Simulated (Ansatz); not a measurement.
(LiSH)4 cube (Li4H4S4). Charge 0, multiplicity 1. Geometry r2SCAN-D4/def2-SVP.

```xyz
12

Li   -1.1847    1.3999   -0.8238
Li    1.6759   -0.1891   -1.0950
Li   -0.9730   -1.7597    0.0453
Li    0.4818    0.5482    1.8738
S     1.0603    1.9170   -0.0493
S    -0.5250   -0.5972   -2.0418
S    -1.8262    0.2052    1.1933
S     1.2909   -1.5257    0.8981
H     1.7099    3.0934   -0.0803
H    -0.8471   -0.9632   -3.2945
H    -2.9465    0.3322    1.9251
H     2.0837   -2.4610    1.4490
```

B3LYP takes the VWN-RPA correlation. HSE06 is defined as in plane-wave codes, on full-range PBE exchange.

Task: Estimate the orbital energies around the gap (eV) in Ansatz with HF/STO-3G, B97M-V/def2-TZVP, B3LYP-D4/def2-TZVP, PBE0-D4/def2-SVP, HSE06-D4/def2-TZVP.

Result: 
```csv
orbital,HF/STO-3G,B97M-V/def2-TZVP,B3LYP-D4/def2-TZVP,PBE0-D4/def2-SVP,HSE06-D4/def2-TZVP
HOMO−5,-7.79,-6.19,-6.84,-6.89,-6.71
HOMO−4,-7.79,-6.19,-6.84,-6.89,-6.71
HOMO−3,-7.79,-6.19,-6.84,-6.89,-6.71
HOMO−2,-6.71,-5.53,-6.15,-6.18,-6.00
HOMO−1,-6.71,-5.53,-6.15,-6.18,-6.00
HOMO,-6.71,-5.53,-6.15,-6.18,-6.00
LUMO,3.63,-1.16,-0.85,-0.52,-0.99
LUMO+1,4.95,-0.59,-0.25,0.23,-0.39
LUMO+2,4.95,-0.15,0.08,0.23,0.00
LUMO+3,4.95,-0.15,0.08,0.23,0.00
LUMO+4,7.83,-0.15,0.08,0.26,0.00
LUMO+5,7.83,0.94,1.20,1.78,1.11
```
